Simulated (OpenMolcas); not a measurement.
An atom or ion with 5 electrons was computed by SS-CASPT2, IPEA 0.25 Eh, imaginary shift 0.1 Eh with spin-orbit coupling (OpenMolcas, ANO-RCC-VQZP, DKH2). The lowest levels that the run gave, each within 12 % of the measured value where one is at hand:

```csv
J,Parity,E (cm⁻¹),g
1/2,odd,0.0,0.666
3/2,odd,14.5,1.334
1/2,even,27610,2.671
3/2,even,27610,1.735
5/2,even,27620,1.601
3/2,even,49150,0.800
5/2,even,49150,1.200
```

**Question.** Which ion is it, and what are the configurations and terms?

**Answer.** B I (Z = 5, neutral; active space 3 electrons in 4 orbitals (2s 2p)). J, parity and g give the terms where levels are pure, and mixed ones are named by the computed weights; the size of the splittings, set against known spectra of the 5-electron sequence, gives the charge. In order, with the measured energies in cm⁻¹ (NIST Handbook of Basic Atomic Spectroscopic Data): 2s² 2p ²P°_1/2, 2s² 2p ²P°_3/2 (15.3), 2s 2p² ⁴P_1/2 (28870), 2s 2p² ⁴P_3/2 (28875), 2s 2p² ⁴P_5/2 (28881), 2s 2p² ²D_3/2 (47857), 2s 2p² ²D_5/2 (47857).

CASPT2 breaks the degeneracy within a term, and the mean is taken; among the terms shown or strongly mixed into the levels shown the widest spread is 10 cm-1 (2s 2p² ²D). Computed and measured levels are paired by configuration, term and J; levels that our copy of the source lacks, or whose pairing is in doubt (as where it misses far off the trend of its configuration), stay unpaired and out of the deviations. Levels of configurations outside the active space are missing.

° marks odd parity.
